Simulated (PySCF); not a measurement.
Coordinates in bohr (charge 1 multiplicity 3):
```
Tc    0.0000    0.0000    0.0000
O     0.0000    0.0000    3.1917
O     0.0000    0.0000   -3.1917
```

All numbers come from PySCF, UPBE0, basis Tc def2-TZVP with ECP28, O def2-TZVP (scalar-relativistic core potentials, no spin–orbit coupling, density fitting).

This geometry of TcO₂⁺ is a stationary point at this level.

(1) What is the point group?

(2) Is it a minimum?

(3) List the harmonic modes with their infrared intensities.

Results:

(1) D∞h.

(2) No: it has 2 imaginary modes (one degenerate set), at 365i cm⁻¹ (πu).

(3) 
```
symmetry  ω (cm⁻¹)  IR (km/mol, summed over degenerate members)
      πu      365i                                            –
     σu+       928                                          343
     σg+      1029                                          0.0
```

This need not be the most stable arrangement of these atoms. With open d or f shells other occupations or spin states may lie lower. At this level a triplet minimum of C2v symmetry lies 157 kJ/mol below this structure.
